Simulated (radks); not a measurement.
Task: Species: Sr3+. Configuration: [Ar] 3d9.75 4s2 4p5 5s0.25 (fractional occupations, a model configuration). Calculated with a radial shooting solver on a logarithmic mesh with Libxc functionals: scalar-relativistic Kohn-Sham, PBE, spin-polarised, spherical densities, finite nucleus; open shells are filled with parallel spins first (spin-orbit coupling, left out, can overturn this in heavy ions); Fermi nuclear charge, rms radius 4.224 fm. Some entries of the table are withheld. Estimate them.

| orbital | occ. | eigenvalue (hartree) | r(max) (bohr) | <r^2> (bohr^2) |
|---|---|---|---|---|
| 1s up | 1 | -587.0679 | 0.02554 | 0.002067 |
| 1s down | 1 | -587.0632 | 0.02553 | 0.002067 |
| 2s up | 1 | -80.70528 | 0.1451 | 0.03507 |
| 2s down | 1 | -80.69098 | 0.1451 | 0.03506 |
| 2p up | 3 | -71.86741 | 0.1161 | 0.02765 |
| 2p down | 3 | -71.85434 | 0.1160 | 0.02765 |
| 3s up | 1 | -13.60249 | 0.4353 | 0.2764 |
| 3s down | 1 | -13.58074 | 0.4353 | 0.2765 |
| 3p up | 3 | -10.74833 | 0.4300 | 0.2879 |
| 3p down | 3 | -10.72593 | 0.4301 | 0.2879 |
| 3d up | 5 | -6.04175 | 0.3753 | 0.2973 |
| 3d down | 4.75 | -6.01736 | 0.3754 | 0.2970 |
| 4s up | 1 | -2.64351 | 1.171 | 1.941 |
| 4s down | 1 | -2.59814 | 1.169 | 1.944 |
| 4p up | 3 | (1) | 1.286 | 2.457 |
| 4p down | 2 | (2) | 1.286 | 2.472 |
| 4d up | 0 | (3) | 1.666 | (4) |
| 4d down | 0 | (5) | 1.679 | (6) |
| 5s up | 0.25 | -0.84882 | 2.884 | 10.81 |
| 5s down | 0 | -0.81900 | 2.879 | 10.62 |
| 5p up | 0 | -0.67269 | 3.337 | 14.42 |
| 4f up | 0 | -0.38565 | 3.695 | 20.02 |

Result: 
(1) 4p up eigenvalue (hartree): -1.93827
(2) 4p down eigenvalue (hartree): -1.89360
(3) 4d up eigenvalue (hartree): -0.96869
(4) 4d up <r^2> (bohr^2): 4.731
(5) 4d down eigenvalue (hartree): -0.93075
(6) 4d down <r^2> (bohr^2): 4.802
